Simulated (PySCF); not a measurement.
Orbital picture of DyB

PBE at R = 2.347 Å; basis Dy x2c-SVPall, B x2c-SVPall; spin-free X2C with a Gaussian nucleus; PySCF 2.14. State: octet, about 9.8 electrons in the 4f shell (Mulliken), real f orbitals that mix terms. Only the outer orbitals are listed, counted within each symmetry.

| spin | orbital | occ. | ε (eV) | on Dy (%) | main shells (%) |
| --- | --- | --- | --- | --- | --- |
| α | 8π | 1 | -3.44 | 38 | 62 B p, 32 Dy d |
| α | 8π | 1 | -3.42 | 39 | 61 B p, 33 Dy d |
| α | 16σ | 0 | -2.65 | 60 | 38 B p, 34 Dy d, 22 Dy s |
| α | 4δ | 0 | -1.35 | 99 | 98 Dy d |
| α | 4δ | 0 | -1.32 | 100 | 100 Dy d |
| β | 15σ | 1 | -2.45 | 93 | 85 Dy f |
| β | 1φ | 1 | -2.32 | 97 | 96 Dy f |
| β | 3δ | 1 | -2.30 | 100 | 100 Dy f |
| β | 14σ | 0 | -2.83 | 79 | 65 Dy s, 15 B p, 11 Dy p |
| β | 7π | 0 | -1.86 | 51 | 49 B p, 34 Dy d, 14 Dy f |
| β | 7π | 0 | -1.85 | 49 | 51 B p, 36 Dy d, 9 Dy f |

Q: Which are the highest filled and the lowest empty level, where do they sit, and how wide is the gap?

A: Highest filled β 3δ at -2.30 eV (in %: 100 Dy f); lowest empty β 14σ at -2.83 eV (in %: 65 Dy s, 15 B p, 11 Dy p); the gap at PBE is -0.53 eV.

```json
{
 "bond order (Mayer)": "2.09",
 "⟨S²⟩": "15.837",
 "charge on Dy (Mulliken, basis-dependent)": "0.26",
 "charge on Dy (Löwdin, basis-dependent)": "0.16",
 "dipole moment (positive dipole means Dy(−)B(+))": "-5.00 D"
}
```

Spin–orbit coupling is left out. Counting both spins, an empty level lies below a filled one in this solution, because spin and occupation are held. The state is the lowest single determinant that the PBE0 search found; with open d or f shells the true ground state can be another one.
